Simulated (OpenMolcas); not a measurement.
# Ni⁵⁺: terms and fine structure

- Program: OpenMolcas
- Method: SS-RASPT2, IPEA 0.25 Eh, imaginary shift 0.1 Eh (closed shells correlated: 3s)
- Basis: ANO-RCC-VTZP [6s5p3d2f1g]
- Scalar Hamiltonian: DKH2, point nucleus
- Active space: 11 electrons in 8 orbitals (RAS1 3p, at most 2 holes; RAS2 3d)
- State averaging: 2S+1 = 6 even, 1 root; 2S+1 = 4 even, 24 roots; 2S+1 = 2 even, 53 roots
- Spin-orbit coupling: RASSI with atomic mean-field integrals over the reference wave functions, term energies averaged over their components

Spin-free terms above the lowest, with the occupations of the reference:

```tsv
Configuration	Term	E (cm⁻¹)	Occupations
3d⁵	⁶S	0.0	3p 5.99 3d 5.01
3d⁵	⁴G	43250	3p 5.99 3d 5.01
3d⁵	⁴P	48080	3p 5.98 3d 5.02
3d⁵	⁴D	52070	3p 5.99 3d 5.01
3d⁵	²I	63000	3p 5.99 3d 5.01
3d⁵	²D	68010	3p 5.98 3d 5.02
3d⁵	²F(1)	69660	3p 5.98 3d 5.02
3d⁵	⁴F	70670	3p 5.99 3d 5.01
3d⁵	²H	75620	3p 5.99 3d 5.01
3d⁵	²G	76950	3p 5.99 3d 5.01
3d⁵	²F(2)	81940	3p 5.99 3d 5.01
```

With spin-orbit coupling, above the lowest level:

```json
{"Configuration": "3d⁵", "Term": "⁶S", "J": "5/2", "E (cm⁻¹)": "0.0", "Measured (cm⁻¹)": "0.0", "Term weight %": "100", "Second": ""}
{"Configuration": "3d⁵", "Term": "⁴G", "J": "5/2", "E (cm⁻¹)": "43150", "Measured (cm⁻¹)": "", "Term weight %": "99", "Second": ""}
{"Configuration": "3d⁵", "Term": "⁴G", "J": "7/2", "E (cm⁻¹)": "43240", "Measured (cm⁻¹)": "", "Term weight %": "100", "Second": ""}
{"Configuration": "3d⁵", "Term": "⁴G", "J": "11/2", "E (cm⁻¹)": "43260", "Measured (cm⁻¹)": "41921", "Term weight %": "100", "Second": ""}
{"Configuration": "3d⁵", "Term": "⁴G", "J": "9/2", "E (cm⁻¹)": "43290", "Measured (cm⁻¹)": "", "Term weight %": "100", "Second": ""}
{"Configuration": "3d⁵", "Term": "⁴P", "J": "5/2", "E (cm⁻¹)": "47580", "Measured (cm⁻¹)": "45884", "Term weight %": "90", "Second": "9 ⁴D"}
{"Configuration": "3d⁵", "Term": "⁴P", "J": "3/2", "E (cm⁻¹)": "47770", "Measured (cm⁻¹)": "46104", "Term weight %": "92", "Second": "8 ⁴D"}
{"Configuration": "3d⁵", "Term": "⁴P", "J": "1/2", "E (cm⁻¹)": "48000", "Measured (cm⁻¹)": "46325", "Term weight %": "97", "Second": "3 ⁴D"}
{"Configuration": "3d⁵", "Term": "⁴D", "J": "7/2", "E (cm⁻¹)": "52040", "Measured (cm⁻¹)": "50331", "Term weight %": "99", "Second": ""}
{"Configuration": "3d⁵", "Term": "⁴D", "J": "1/2", "E (cm⁻¹)": "52260", "Measured (cm⁻¹)": "", "Term weight %": "97", "Second": "3 ⁴P"}
{"Configuration": "3d⁵", "Term": "⁴D", "J": "3/2", "E (cm⁻¹)": "52470", "Measured (cm⁻¹)": "", "Term weight %": "92", "Second": "8 ⁴P"}
{"Configuration": "3d⁵", "Term": "⁴D", "J": "5/2", "E (cm⁻¹)": "52520", "Measured (cm⁻¹)": "", "Term weight %": "90", "Second": "9 ⁴P"}
{"Configuration": "3d⁵", "Term": "²I", "J": "11/2", "E (cm⁻¹)": "62890", "Measured (cm⁻¹)": "61196", "Term weight %": "98", "Second": ""}
{"Configuration": "3d⁵", "Term": "²I", "J": "13/2", "E (cm⁻¹)": "63090", "Measured (cm⁻¹)": "61280", "Term weight %": "100", "Second": ""}
{"Configuration": "3d⁵", "Term": "²D", "J": "5/2", "E (cm⁻¹)": "66620", "Measured (cm⁻¹)": "64152", "Term weight %": "65", "Second": "31 ²F(1)"}
{"Configuration": "3d⁵", "Term": "²D", "J": "3/2", "E (cm⁻¹)": "67710", "Measured (cm⁻¹)": "65174", "Term weight %": "88", "Second": "12 ⁴F"}
{"Configuration": "3d⁵", "Term": "²F(1)", "J": "7/2", "E (cm⁻¹)": "69730", "Measured (cm⁻¹)": "67085", "Term weight %": "93", "Second": "5 ⁴F"}
{"Configuration": "3d⁵", "Term": "⁴F", "J": "9/2", "E (cm⁻¹)": "70560", "Measured (cm⁻¹)": "", "Term weight %": "96", "Second": "4 ²G"}
{"Configuration": "3d⁵", "Term": "⁴F", "J": "5/2", "E (cm⁻¹)": "70600", "Measured (cm⁻¹)": "", "Term weight %": "78", "Second": "19 ²F(1)"}
{"Configuration": "3d⁵", "Term": "⁴F", "J": "7/2", "E (cm⁻¹)": "70720", "Measured (cm⁻¹)": "", "Term weight %": "92", "Second": "5 ²F(1)"}
{"Configuration": "3d⁵", "Term": "⁴F", "J": "3/2", "E (cm⁻¹)": "71190", "Measured (cm⁻¹)": "", "Term weight %": "88", "Second": "12 ²D"}
{"Configuration": "3d⁵", "Term": "²F(1)", "J": "5/2", "E (cm⁻¹)": "71720", "Measured (cm⁻¹)": "", "Term weight %": "48", "Second": "32 ²D"}
{"Configuration": "3d⁵", "Term": "²H", "J": "9/2", "E (cm⁻¹)": "75140", "Measured (cm⁻¹)": "72909", "Term weight %": "78", "Second": "20 ²G"}
{"Configuration": "3d⁵", "Term": "²H", "J": "11/2", "E (cm⁻¹)": "75990", "Measured (cm⁻¹)": "73757", "Term weight %": "98", "Second": ""}
{"Configuration": "3d⁵", "Term": "²G", "J": "7/2", "E (cm⁻¹)": "77160", "Measured (cm⁻¹)": "74628", "Term weight %": "98", "Second": ""}
{"Configuration": "3d⁵", "Term": "²G", "J": "9/2", "E (cm⁻¹)": "77880", "Measured (cm⁻¹)": "75442", "Term weight %": "76", "Second": "22 ²H"}
{"Configuration": "3d⁵", "Term": "²F(2)", "J": "7/2", "E (cm⁻¹)": "82180", "Measured (cm⁻¹)": "79608", "Term weight %": "99", "Second": ""}
{"Configuration": "3d⁵", "Term": "²F(2)", "J": "5/2", "E (cm⁻¹)": "82190", "Measured (cm⁻¹)": "", "Term weight %": "99", "Second": ""}
```

Against the 15 measured excited levels shown (Corliss and Sugar, J. Phys. Chem. Ref. Data 10, 197 (1981)) the mean absolute deviation is 2100 cm-1; the largest miss in energy is 3d⁵ ²F_7/2(1): computed 69730, measured 67085 cm⁻¹ (+3.9 %).

Spin-orbit coupling puts the lowest level 87.7 cm⁻¹ below the lowest spin-free term.

CASPT2 breaks the degeneracy within a term, and the mean is taken; among the terms shown or strongly mixed into the levels shown the widest spread is 120 cm-1 (3d⁵ ⁴F). Active for correlation alone: 3p; no level in the range computed is led by a configuration that opens it, so any true level of that kind is missing. Measured partners are found by configuration, term and J. A level has none where our copy of the source lacks it or the pairing is in doubt (some pairs that miss far off the trend of their configuration count as doubtful), and it then counts in no deviation. Levels of configurations outside the active space are missing. The first state left out of the spin-orbit step lies near 110000 cm-1 above the lowest spin-free state of the reference (among the parities and spins computed), and the list stops at four fifths of that energy or lower.

The term weight is that of the spin-free term in the level, not the purity of its configuration. A number in round brackets counts repeated terms of one configuration in the order of the reference energies.
